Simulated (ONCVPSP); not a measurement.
# What one change does to a pseudopotential (He (Z = 2), ONCV)

ONCVPSP 4.0.1 input, shortened (lines: element, Z, core and valence counts, functional; n l f; lmax; l rc ep ncon nbas qcut; lloc lpopt rc5 dvloc0; l nproj debl; icmod fcfact rcfact), PBEsol, scalar-relativistic:

```
  He 2.00    0    1  -116133      upf
    1    0    2.00
    0
    0    0.70    0.00    4    8    7.20
    0    5    0.70    0.00
    0    0    1.70
    0    0.00    0.00
```

All-electron outer shells of the reference configuration (PBEsol, scalar-relativistic, ld1.x):

```
shell  level (eV)  outermost node (bohr)  outermost maximum (bohr)
   1s      -15.50                      –                      0.57
```

Change: s: nbas 9.

Cutoffs: the cutoffs (Ha) at which the residual kinetic energy of the hardest occupied pseudo-wave falls to 1 and 0.1 mHa per electron; they do not see the model core or the augmentation charge, which bear on the density cutoff. Errors are all-electron minus pseudo energies relative to the spin-unpolarised reference configuration.

Problem. How do hardness, ghosts and transferability respond?

Solution. The potential gets harder (270 Ha and 355 Ha → 279 Ha and 482 Ha); neither file shows a bound ghost.

```tsv
quantity	base	changed
cutoff, loose	270 Ha	279 Ha
cutoff, tight	355 Ha	482 Ha
bound ghosts	none	none
GHOST(+) flags under 300 eV	none	none
error for 1s1, meV [ΔE 26.59 eV]	+28	+31
error for 1s1.5, meV [ΔE 10.39 eV]	+3.3	+3.6
s: phases at 0.71 bohr within 0.05 rad from the reference energy up to (Ha; the scan ends near 5)	to the end of the scan	to the end of the scan
```
